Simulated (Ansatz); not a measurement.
C₈H₁₆N₂O (relaxed from a model of 1-butyl-3-methylimidazolium hydroxide, whose bonding it doesn't keep) was relaxed with PBE-D4 (def2-SVP) in Ansatz in these states: charge -1 doublet, neutral singlet. The geometries follow in no particular order.

A:

Cartesian coordinates in Å:
```
C 1.692 -3.076 1.200
C 0.449 -2.187 1.173
C -0.246 -2.142 -0.189
C -1.394 -1.109 -0.255
N -0.987 0.261 -0.211
C -0.525 0.904 0.999
C -0.081 2.250 0.517
N 0.332 1.969 -0.848
C 0.576 3.095 -1.708
C -0.519 0.912 -1.373
H 1.461 -4.126 0.903
H 2.160 -3.111 2.207
H 2.464 -2.705 0.490
H -0.282 -2.540 1.939
H 0.679 -1.125 1.450
H 0.493 -1.866 -0.977
H -0.633 -3.157 -0.465
H -1.969 -1.262 -1.201
H -2.104 -1.310 0.587
H -1.303 0.940 1.798
H 0.743 2.739 1.092
H 1.055 2.752 -2.654
H 1.274 3.806 -1.213
H -0.350 3.666 -1.990
H 0.052 0.236 -2.073
O -1.125 3.323 0.580
H -1.912 2.864 0.222
```

B:

```xyz
27

C    -2.542    2.803   -0.635
C    -2.124    1.360   -0.348
C    -1.523    1.178    1.050
C    -1.052   -0.246    1.373
N     0.065   -0.704    0.555
C    -0.064   -1.258   -0.718
C     1.299   -1.660   -1.159
N     2.107   -0.830   -0.244
C     3.545   -0.957   -0.216
C     1.350   -0.469    0.852
H    -3.298    3.164    0.096
H    -2.982    2.906   -1.648
H    -1.673    3.493   -0.578
H    -3.002    0.683   -0.453
H    -1.386    1.008   -1.102
H    -0.664    1.874    1.183
H    -2.272    1.464    1.823
H    -0.736   -0.312    2.434
H    -1.882   -0.970    1.235
H    -0.992   -1.776   -0.987
H     1.588   -1.445   -2.216
H     3.980   -0.176    0.440
H     3.947   -0.811   -1.240
H     3.882   -1.958    0.139
H     1.706    0.116    1.705
O     1.612   -3.081   -1.060
H     1.110   -3.398   -0.282
```

Problem. Judge from the bond lengths which geometry belongs to which state (an estimate).

Solution. A is the charge -1 doublet (N8–C10 1.455 Å, N5–C10 1.412 Å, N5–C6 1.446 Å); B is the neutral singlet (N8–C10 1.380 Å, N5–C10 1.339 Å, N5–C6 1.395 Å).

At PBE-D4/def2-SVP the highest occupied level of the relaxed charge -1 doublet lies above zero (up to 3.11 eV). By energy differences it is unbound by 0.92 eV (each at its own geometry, against the charge 0 singlet, at PBE0-D4/def2-TZVP) and held by the finite basis.
